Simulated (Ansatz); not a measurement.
Program: Ansatz 0.2.0.

A structure relaxed at PBE0-D4/def2-TZVP, charge 0, multiplicity 1:

```
atom   x (Å)   y (Å)   z (Å)
  C1   1.973  -1.203   0.724
  C2   1.065  -0.671   0.132
 Si3  -0.326   0.144  -0.748
  N4  -1.453   0.954   0.255
  H5   2.776  -1.673   1.243
  H6  -1.047  -0.917  -1.490
  H7   0.272   1.140  -1.669
  H8  -1.184   1.809   0.716
  H9  -2.077   0.417   0.836
```

Problem. Give its formula and SMILES.

Solution. C2H5NSi, `C#C[SiH2]N`.

Problem. Point group (tolerance 0.08 Å, 0.16 Å for H)?

Solution. Cs.

Problem. Summarise the bond lengths by kind.

Solution. 1 × C–C 1.207 Å; 1 × C–H 1.066 Å; 1 × C–Si 1.836 Å; 1 × N–Si 1.713 Å; 2 × H–Si 1.482 Å; 2 × H–N 1.008 Å.
